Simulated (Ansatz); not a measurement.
This geometry of a periodic cell of 17 atoms, Be$_{16}$C (host Be, host structure hcp, interstitial C) is a first-order saddle point.

Method: DFT PBE, scalar-relativistic, plane waves, PAW in Ansatz. Settings: cutoff 420 eV, k mesh 5x6x4, gaussian smearing 0.05 eV, no spin polarisation.

```xyz
17
Lattice="-2.2900 -3.9664 0.0000 3.4350 -1.9832 0.0000 0.0000 0.0000 7.1769" Properties=species:S:1:pos:R:3
Be 0.047 -4.153 0.027
Be -0.014 -2.656 1.838
Be 0.176 -3.928 3.544
Be -0.008 -2.920 5.546
Be -1.197 -2.042 0.011
Be 2.284 -2.645 1.806
Be -1.088 -1.960 3.746
Be 1.997 -2.452 5.403
Be 1.028 -2.038 0.069
Be 1.151 -0.646 1.754
Be 1.118 -1.860 3.554
Be 1.365 -0.487 5.206
Be 0.020 -0.067 -0.145
Be 1.172 -4.642 1.786
Be 0.030 0.080 3.563
Be 1.111 -4.611 5.379
C -0.013 -1.313 5.386
```

Task: Which two structures does it join? (They come from a converged band through this point; their orientation in space is the band's.)

Result: Contacts lost: Be7–C17, Be11–C17, Be15–C17. Contacts made: Be5–C17, Be9–C17, Be13–C17. The atom that moves furthest is C17, by 1.79 Å.

Initial state:

```xyz
17
Lattice="-2.2900 -3.9664 0.0000 3.4350 -1.9832 0.0000 0.0000 0.0000 7.1769" Properties=species:S:1:pos:R:3
Be -0.008 -3.961 0.047
Be 0.004 -2.681 1.748
Be 0.108 -4.028 3.538
Be -0.077 -2.709 5.444
Be -1.178 -1.997 0.047
Be 2.294 -2.646 1.748
Be -1.157 -2.078 3.535
Be 2.316 -2.659 5.512
Be 1.145 -1.982 0.045
Be 1.180 -0.646 1.748
Be 1.129 -1.974 3.446
Be 1.165 -0.561 5.444
Be -0.004 0.037 0.047
Be 1.155 -4.633 1.752
Be 0.077 0.060 3.534
Be 1.039 -4.565 5.441
C 0.013 -1.327 4.487
```

Final state:

```xyz
17
Lattice="-2.2900 -3.9664 0.0000 3.4350 -1.9832 0.0000 0.0000 0.0000 7.1769" Properties=species:S:1:pos:R:3
Be 0.107 -4.027 0.058
Be 0.003 -2.681 1.845
Be -0.008 -3.961 3.546
Be -0.077 -2.704 5.325
Be -1.159 -2.080 0.064
Be 2.295 -2.646 1.842
Be -1.178 -1.999 3.543
Be 2.314 -2.658 5.243
Be 1.120 -1.968 0.143
Be 1.179 -0.645 1.845
Be 1.141 -1.980 3.545
Be 1.159 -0.563 5.324
Be 0.078 0.062 0.064
Be 1.154 -4.632 1.842
Be -0.003 0.037 3.543
Be 1.038 -4.565 5.330
C -0.001 -1.321 6.282
```

Task: How far does it lie above each of them?

Result: 1.64 eV above the first and 1.64 eV above the second. This is the barrier of this one path; another mechanism may lie lower. Limits of this set-up: coarse k mesh.

Time of the run: 20 min on 2 threads of Arm Neoverse V1, with other jobs on the host, peak memory 1.2 GiB.
